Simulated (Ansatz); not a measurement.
```xyz
12

N     1.714   -1.619   -2.591
C     1.185   -1.080   -1.722
C     0.533   -0.413   -0.645
C    -0.851   -0.264   -0.621
C    -1.419    0.393    0.453
C    -0.587    0.872    1.455
N     0.735    0.736    1.442
C     1.280    0.107    0.415
H    -1.455   -0.657   -1.429
H    -2.491    0.533    0.516
H    -1.005    1.393    2.311
H     2.361    0.002    0.416
```

The species carries charge 0 and has multiplicity 1.

**Question.** List the PBE0/def2-TZVPP orbital energies in eV (Ansatz). (An estimate is asked.)

**Answer.** Computed: Occupied: -392.14, -391.69, -280.13, -280.11, -280.00, -279.78, -279.55, -279.34, -27.46, -25.82, -23.78, -22.58, -19.30, -18.69, -16.40, -14.99, -14.71, -13.19, -12.52, -12.31, -11.48, -10.73, -10.64, -10.03, -9.05, -8.20, -8.15. Lowest empty: -1.97, -1.45, 0.68, 1.07, 1.64, 1.93, 2.35, 2.87.
